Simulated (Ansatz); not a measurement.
Wavefunction ladder for Cl$_{2}$FSn, SMILES `[F][Sn]([Cl])[Cl]` radical

```
atom    x (Å)    y (Å)    z (Å)
  F1  -1.2008   1.1865  -0.7394
 Sn2   0.4372   0.4181  -0.1111
 Cl3   0.0835  -0.0338   2.1431
 Cl4   0.6802  -1.5708  -1.2926
```

Charge 0, multiplicity 2. Correlated methods include outer-core shells of Sn, which these sets cover unevenly. Sn: def2 effective core potential. The geometry is a stationary point of PBE0-D4/def2-TZVP. Frozen core, unrestricted reference, the Gaussian-basis code of Ansatz.

| basis | HF (Eh) | MP2 corr. |
| --- | --- | --- |
| def2-SVP | -1231.51353 | -0.53485 |
| def2-TZVPP | -1231.97466 | -0.91722 |
| def2-QZVPP | -1232.00856 | -1.19420 |

Estimate the CCSD correlation energy and the (T) correction in each basis where they were run (hartree).


```tsv
basis	CCSD corr.	(T)
def2-SVP	-0.56294	-0.01223
def2-TZVPP	-0.93950	-0.03443
```
